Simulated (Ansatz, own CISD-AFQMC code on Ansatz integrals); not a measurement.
CH8Si2, SMILES `C[SiH2][SiH3]` (charge 0, multiplicity 1).

Cartesian coordinates (Å):
```xyz
11

C     -1.6743    -0.3579     0.2649
Si    -0.2859     0.7124    -0.4052
Si     1.8048    -0.2254     0.0704
H     -1.5901    -0.4654     1.3484
H     -2.6471     0.0846     0.0400
H     -1.6417    -1.3551    -0.1792
H     -0.4224     0.8661    -1.8815
H     -0.3524     2.0753     0.1947
H      1.9823    -0.3687     1.5425
H      1.9121    -1.5806    -0.5387
H      2.9146     0.6147    -0.4563
```
Charge 0, multiplicity 1.

Frozen-core correlation energies in cc-pVDZ at a geometry from PBE0-D3(BJ)/def2-TZVP, on an HF energy of -620.38596 Ha (<S^2> = 0.00). Wave-function levels are from Ansatz, the walk from an own CISD-AFQMC code on Ansatz integrals (time step 0.005/Ha, trial state from CCSD amplitudes, largest double 0.03).

```json
[
 {"level": "MP2", "correlation energy (mHa)": "-357.9"},
 {"level": "CCSD", "correlation energy (mHa)": "-421.3"},
 {"level": "CCSD(T)", "correlation energy (mHa)": "-432.1"}
]
```

Task: What correlation energy does phaseless AFQMC give, and where does it lie among these levels?

Result: -434.2 ± 0.4 mHa (one standard error). AFQMC minus each level: MP2 -76.4 mHa, CCSD -12.9 mHa, CCSD(T) -2.2 mHa.
